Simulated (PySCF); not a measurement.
All values below come from PBE-D3(BJ)/def2-TZVP // TPSSh-D3(BJ)/def2-TZVP (PySCF). Gas-phase values, no solvent. One relaxed conformer stands for a flexible species; it need not be the lowest. Excitations are Tamm–Dancoff values on a coarser integration grid. The basis has no diffuse functions, so Rydberg states are missing or too high.

Reference species (SMILES): `[H]/[O+]=C\C#CC` (charge +1, multiplicity 1).

```
Property                                       Result
-------------------------------------------  --------
brightest of the four lowest singlets (TDA)   5.24 eV
LUMO                                         -9.63 eV
HOMO–LUMO gap                                 3.07 eV
```

Changed species: `[H]/[O+]=C\[SeH]` (O–C–Se–H torsion 0°) (X = selanyl, proton added; the reference has X = propynyl, proton added).

Q: Predict the effect on the brightest of the four lowest singlets (TDA), LUMO and HOMO–LUMO gap.

A: the brightest of the four lowest singlets (TDA) increases by 0.57 eV, to 5.81 eV; the LUMO goes up by 0.26 eV, to -9.37 eV; the HOMO–LUMO gap goes up by 0.81 eV, to 3.88 eV.
